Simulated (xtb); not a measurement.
BaCl2, charge +1, quartet, at a GFN2-xTB geometry of the parent state (such geometries of metal compounds can be far from the true shape) (a state made from the parent by changing its charge; the spin is typed, not shown lowest); GFN1-xTB (xtb 6.7.1).

xtb was given this input:
```
$ xtb mol.xyz --gfn 1 --chrg 1 --uhf 3 --json

# file mol.xyz
3

Ba     0.29970232     0.35674088     0.39460706
Cl     0.97266002    -0.25073526    -2.06809506
Cl    -1.95991471    -0.92441117     0.76821298
```

What the program printed (banner, timings and long lists left out):

```
   ID    Z sym.   atoms
    1   56 Ba     1
    2   17 Cl     2, 3

           -------------------------------------------------
          |                Calculation Setup                |
           -------------------------------------------------

           -------------------------------------------------
          |                 G F N 1 - x T B                 |
           -------------------------------------------------

          ...................................................
          :                      SETUP                      :
          :.................................................:
          :  # basis functions                  30          :
          :  # atomic orbitals                  27          :
          :  # shells                            9          :
          :  # electrons                        15          :
          :  # halogen bonds                     0          :
          :  max. iterations                   250          :
          :  Hamiltonian                  GFN1-xTB          :
          :  restarted?                      false          :
          :  GBSA solvation                  false          :
          :  PC potential                    false          :
          :  electronic temp.          300.0000000     K    :
          :  accuracy                    1.0000000          :
          :  -> integral cutoff          0.2500000E+02      :
          :  -> integral neglect         0.1000000E-07      :
          :  -> SCF convergence          0.1000000E-05 Eh   :
          :  -> wf. convergence          0.2000000E-04 e    :
          :  Broyden damping             0.4000000          :
          :  net charge                          1          :
          :  unpaired electrons                  3          :
          ...................................................

 iter      E             dE          RMSdq      gap      omega  full diag
   1     -7.8985258 -0.789853E+01  0.149E+01    2.35       0.0  T
   2     -8.4385216 -0.539996E+00  0.377E+00    1.29       1.0  T
   3     -8.4537013 -0.151797E-01  0.206E+00    2.55       1.0  T
   4     -8.4590936 -0.539232E-02  0.724E-01    3.18       1.0  T
   5     -8.4598001 -0.706496E-03  0.993E-02    3.27       1.0  T
   6     -8.4560355  0.376465E-02  0.112E+00    3.27       1.0  T
   7     -8.4598062 -0.377075E-02  0.175E-02    3.27       3.3  T
   8     -8.4598068 -0.567317E-06  0.857E-03    3.27       6.7  T
   9     -8.4598069 -0.664096E-07  0.562E-03    3.27      10.3  T
  10     -8.4598069 -0.468187E-07  0.466E-05    3.27    1239.9  T
  11     -8.4598069 -0.247091E-11  0.148E-05    3.27    3905.6  T

   *** convergence criteria satisfied after 11 iterations ***

         :::::::::::::::::::::::::::::::::::::::::::::::::::::
         ::                     SUMMARY                     ::
         :::::::::::::::::::::::::::::::::::::::::::::::::::::
         :: total energy              -8.448680629166 Eh    ::
         :: gradient norm              0.053324475042 Eh/a0 ::
         :: HOMO-LUMO gap              3.267791822913 eV    ::
         ::.................................................::
         :: SCC energy                -8.459806927350 Eh    ::
         :: -> electrostatic           0.089538851533 Eh    ::
         :: repulsion energy           0.011962242195 Eh    ::
         :: dispersion energy         -0.000835944011 Eh    ::
         :: halogen bond corr.         0.000000000000 Eh    ::
         :: add. restraining           0.000000000000 Eh    ::
         :: total charge               0.999999999999 e     ::
         :::::::::::::::::::::::::::::::::::::::::::::::::::::

           -------------------------------------------------
          |                Property Printout                |
           -------------------------------------------------

    * Orbital Energies and Occupations

         #    Occupation            Energy/Eh            Energy/eV
      -------------------------------------------------------------
         1        2.0000           -1.0934106             -29.7532
         2        2.0000           -1.0930717             -29.7440
         3        1.9972           -0.6443127             -17.5326
         4        1.9942           -0.6436381             -17.5143
         5        1.9277           -0.6411683             -17.4471
         6        1.8061           -0.6400978             -17.4179
         7        1.1529           -0.6371177             -17.3369
         8        1.1219           -0.6368685             -17.3301
         9        1.0000           -0.3857179             -10.4959 (HOMO)
        10                         -0.2656287              -7.2281 (LUMO)
        11                         -0.2562531              -6.9730
        12                         -0.2499646              -6.8019
        13                         -0.2389748              -6.5028
        14                         -0.2373119              -6.4576
        15                         -0.2361388              -6.4257
        16                         -0.2324210              -6.3245
        17                         -0.2322846              -6.3208
        18                         -0.2321136              -6.3161
        19                         -0.2317598              -6.3065
        20                         -0.2316857              -6.3045
       ...                                ...                  ...
        27                         -0.0480041              -1.3063
      -------------------------------------------------------------
                  HL-Gap            0.1200891 Eh            3.2678 eV
             Fermi-level           -0.4822087 Eh          -13.1216 eV

  Mulliken/CM5 charges         n(s)   n(p)   n(d)
     1Ba    0.65784  0.91880   0.923  0.016  0.403
     2Cl    0.17108  0.04060   1.981  4.846  0.001
     3Cl    0.17108  0.04060   1.981  4.846  0.001

Wiberg/Mayer (AO) data.
largest (>0.10) Wiberg bond orders for each atom

 ---------------------------------------------------------------------------
     #   Z sym  total        # sym  WBO       # sym  WBO       # sym  WBO
 ---------------------------------------------------------------------------
     1  56 Ba   0.650 --     3 Cl   0.325     2 Cl   0.325
     2  17 Cl   0.979 --     3 Cl   0.654     1 Ba   0.325
     3  17 Cl   0.979 --     2 Cl   0.654     1 Ba   0.325
 ---------------------------------------------------------------------------

Topologies differ in total number of bonds
Writing topology from bond orders to xtbtopo.mol

 dipole moment from electron density (au)
     X       Y       Z
   0.2888   0.3438   0.3802  total (Debye):    1.495

           -------------------------------------------------
          | TOTAL ENERGY               -8.448680629166 Eh   |
          | GRADIENT NORM               0.053324475042 Eh/α |
          | HOMO-LUMO GAP               3.267791822913 eV   |
           -------------------------------------------------

normal termination of xtb
```
